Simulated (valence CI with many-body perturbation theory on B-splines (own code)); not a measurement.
**Mo XX: E2, M1 decay**

Method: valence CI with perturbative core correlation (CI+MBPT): five valence electrons over a frozen Dirac-Fock core [Ar], radial functions for each j: 7 s, 7 p, 8 d, 6 f, 4 g, 1 h, with the one-electron correlation potential Σ1, the two-electron term Σ2, the three-electron term Σ3, Breit, model QED; selected CI, second order for the rest (own B-spline code, finite nucleus).

No measured levels were compared; by estimate terms of the open shell hold to 2 to 4 % of their energy, and close levels can change places. Core correlation moves these levels by up to 12000 cm⁻¹, and in measured spectra 5 to 20 % of such shifts remained as error; rates that hang on mixing are uncertain with them. Only levels of the ground parity were solved; by the run's estimate the other parity begins above the list, which can be wrong where configurations are misplaced.

Lines 1 to 50 of 120 in falling wavelength, among levels below 45.441 eV, chosen from the decays that carry over 1 % of a level's rate. Wavelengths and rates use the calculated energies, so an error of 3000 cm⁻¹ moves a line at 6241 Å by 19 % and its rate by three times that or more. Electric multipoles are in the length gauge, E1 and E2 with the static RPA response of the core. Weak lines are less certain than strong ones. Lines between different terms over intervals too small for the method are left out, as are lines whose strength nearly cancels. Intervals below about 3000 cm⁻¹, as at the head of this list, are uncertain by tens of per cent. Branching is blank where the lifetime is uncertain.

Names give the largest LS component (configuration and term), which can be under half, so a name can repeat, a term be missing and a line seem to break the LS rules; names also repeat where a configuration has a term twice. Letters in brackets count levels of one name in rising energy.

```csv
λ vac (Å),Upper,Lower,Type,A (s⁻¹),Branch %
88420,3d⁵ ⁴G_11/2,3d⁵ ⁴G_7/2,E2,6.85e-12,
34330,3d⁵ ⁴G_9/2,3d⁵ ⁴G_11/2,M1,7.82e-01,24.0
24730,3d⁵ ⁴G_9/2,3d⁵ ⁴G_7/2,M1,2.48e+00,76.0
12190,3d⁵ ⁴P_1/2,3d⁵ ⁴P_3/2,M1,2.72e+01,100.0
11740,3d⁵ ²I_13/2,3d⁵ ²I_11/2,M1,6.16e+00,18.6
9504,3d⁵ ²F_7/2 [c],3d⁵ ²F_5/2 [b],M1,1.28e+01,1.4
8843,3d⁵ ⁴G_7/2,3d⁵ ⁴G_5/2 [a],M1,3.28e+01,79.9
7152,3d⁵ ⁴F_3/2,3d⁵ ⁴F_5/2,M1,7.57e+01,6.7
6729,3d⁵ ⁴G_5/2 [b],3d⁵ ⁴G_5/2 [a],M1,1.27e+02,11.0
6241,3d⁵ ⁴F_5/2,3d⁵ ²D_3/2 [a],M1,3.98e+01,4.7
6232,3d⁵ ⁴P_3/2,3d⁵ ⁴G_5/2 [a],M1,5.47e+01,3.8
5975,3d⁵ ⁴F_5/2,3d⁵ ²F_7/2 [a],M1,1.19e+02,14.2
5214,3d⁵ ²H_9/2,3d⁵ ²G_9/2 [a],M1,8.97e+01,5.9
5074,3d⁵ ⁴D_7/2,3d⁵ ⁴G_9/2,M1,3.76e+01,12.9
4951,3d⁵ ⁴D_7/2,3d⁵ ⁴G_5/2 [b],M1,9.80e+01,33.5
4913,3d⁵ ²H_11/2,3d⁵ ²H_9/2,M1,4.52e+01,
4435,3d⁵ ²G_9/2 [b],3d⁵ ²F_7/2 [b],M1,6.12e+01,6.5
4432,3d⁵ ⁴D_1/2,3d⁵ ⁴P_1/2,M1,3.00e+02,62.1
4406,3d⁵ ²H_9/2,3d⁵ ²F_7/2 [a],M1,2.99e+01,2.0
4231,3d⁵ ²F_7/2 [b],3d⁵ ²G_9/2 [a],M1,2.22e+01,1.4
4210,3d⁵ ⁴D_7/2,3d⁵ ⁴G_7/2,M1,7.81e+01,26.7
4210,3d⁵ ²F_7/2 [a],3d⁵ ⁴D_5/2,M1,1.38e+01,4.5
4026,3d⁵ ²F_5/2 [a],3d⁵ ⁴D_5/2,M1,4.75e+01,1.5
3836,3d⁵ ²F_7/2 [b],3d⁵ ²F_5/2 [a],M1,1.40e+02,8.9
3706,3d⁵ ²F_7/2 [c],3d⁵ ²H_9/2,M1,7.62e+01,8.4
3703,3d⁵ ²G_9/2 [b],3d⁵ ²H_9/2,M1,2.58e+02,27.6
3684,3d⁵ ²F_7/2 [b],3d⁵ ²F_7/2 [a],M1,5.93e+01,3.8
3571,3d⁵ ⁴D_5/2,3d⁵ ⁴P_3/2,M1,5.13e+01,5.0
3333,3d⁵ ⁴F_3/2,3d⁵ ²D_3/2 [a],M1,1.19e+02,10.5
3311,3d⁵ ²G_7/2 [a],3d⁵ ²G_9/2 [a],M1,1.74e+02,16.8
3250,3d⁵ ⁴D_1/2,3d⁵ ⁴P_3/2,M1,1.83e+02,37.8
3064,3d⁵ ²G_7/2 [a],3d⁵ ²F_5/2 [a],M1,4.93e+01,4.7
3054,3d⁵ ⁴D_5/2,3d⁵ ⁴G_7/2,M1,1.17e+02,11.5
3036,3d⁵ ²F_7/2 [c],3d⁵ ⁴F_5/2,M1,1.49e+02,16.4
2966,3d⁵ ²G_7/2 [a],3d⁵ ²F_7/2 [a],M1,8.61e+01,8.3
2956,3d⁵ ²F_5/2 [a],3d⁵ ⁴D_7/2,M1,1.13e+02,3.5
2925,3d⁵ ⁴F_5/2,3d⁵ ⁴D_3/2,M1,4.08e+01,4.9
2915,3d⁵ ⁴D_3/2,3d⁵ ⁴P_3/2,M1,2.63e+02,22.5
2852,3d⁵ ⁴D_7/2,3d⁵ ⁴G_5/2 [a],M1,1.79e+01,6.1
2817,3d⁵ ⁴D_3/2,3d⁵ ⁴G_5/2 [b],M1,3.37e+01,2.9
2789,3d⁵ ²H_9/2,3d⁵ ²I_11/2,M1,5.75e+01,3.8
2758,3d⁵ ²G_9/2 [a],3d⁵ ⁴D_7/2,M1,8.74e+01,21.9
2627,3d⁵ ²F_5/2 [b],3d⁵ ²F_5/2 [a],M1,2.02e+02,14.4
2601,3d⁵ ²F_5/2 [b],3d⁵ ²D_3/2 [a],M1,2.81e+02,20.0
2554,3d⁵ ²F_5/2 [b],3d⁵ ²F_7/2 [a],M1,2.91e+01,2.1
2545,3d⁵ ²I_11/2,3d⁵ ⁴G_9/2,M1,6.67e+01,20.1
2529,3d⁵ ²H_11/2,3d⁵ ²G_9/2 [a],M1,9.89e+01,
2470,3d⁵ ⁴F_5/2,3d⁵ ⁴D_5/2,M1,2.73e+02,32.5
2370,3d⁵ ²I_11/2,3d⁵ ⁴G_11/2,M1,2.65e+02,79.9
2270,3d⁵ ⁴D_5/2,3d⁵ ⁴G_5/2 [a],M1,7.50e+01,7.3
```
